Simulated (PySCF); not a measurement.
Excitations are Tamm–Dancoff values on a coarser integration grid. The basis has no diffuse functions, so Rydberg states are missing or too high.

Cartesian coordinates (Å):
SMILES: [F][Al]([F])[Br]
```xyz
4

F     -0.9752    -1.4002    -0.0041
Al    -0.1388     0.0006    -0.0006
F     -0.9634     1.4084    -0.0042
Br     2.0773    -0.0087     0.0089
```
Charge 0, spin multiplicity 1.

Give the S1–T1 gap (TDA), S1 oscillator strength, S1 excitation (TDA), LUMO, dipole moment, total energy, HOMO–LUMO gap and HOMO at the level M06-2X/def2-TZVP // PBE0-D3(BJ)/def2-TZVP (PySCF).


```yaml
S1–T1 gap (TDA): 0.30 eV
S1 oscillator strength: 0.020
S1 excitation (TDA): 6.44 eV
LUMO: -0.96 eV
dipole_moment: 0.152 e·Å
total_energy: -3016.5506 Ha
HOMO–LUMO gap: 9.56 eV
HOMO: -10.52 eV
```
